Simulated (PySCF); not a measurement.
# The first ionisation energy along group 12

All values are computed (PySCF 2.14, energy differences of UHF-based or UKS calculations, no spin-orbit coupling). Values in eV. The last column holds reference values (NIST; (s) semi-empirical, (t) theoretical, else measured). Unmarked ones compare directly (S terms, centres of terms, or small fine structure); those marked * lie between the lowest fine-structure levels and include a spin-orbit shift.

```tsv
element	configurations	UHF	LDA	PBE0	MP2 (valence)	SCS-MP2 (valence)	MP2 (valence and next inner shell)	reference
Zn (def2-QZVPPD, non-relativistic)	[Ar] 3d10 4s2 → [Ar] 3d10 4s1	7.623	9.685	9.069	8.986	9.007	9.043	9.394
Cd (def2-QZVPPD with the def2 core potential (28 electrons), ECP)	[Kr] 4d10 5s2 → [Kr] 4d10 5s1	7.337	9.491	8.818	8.876	8.848	8.979	8.994
Hg (def2-QZVPPD with the def2 core potential (60 electrons), ECP)	[Xe] 4f14 5d10 6s2 → [Xe] 4f14 5d10 6s1	8.496	10.856	10.147	10.388	10.316	10.541	10.438
```

Question: Which of these methods has the smallest mean absolute error against the measured values here?

Answer: MP2 (valence and next inner shell), with 0.157 eV.

```tsv
method	elements	mean error (eV)	mean absolute error (eV)	largest error (eV)
UHF	3	-1.790	1.790	-1.941
LDA	3	0.402	0.402	0.497
PBE0	3	-0.264	0.264	-0.325
MP2 (valence)	3	-0.192	0.192	-0.408
SCS-MP2 (valence)	3	-0.218	0.218	-0.387
MP2 (valence and next inner shell)	3	-0.088	0.157	-0.351
```

Errors include the incompleteness of the basis and the frozen core.

"Valence" correlates the outer s and p shells and, in groups 3 to 12 and the f block, the outer d or f shell, open or full, or the next shell where the ion has no valence electron left; the wider scheme adds the next inner shell.
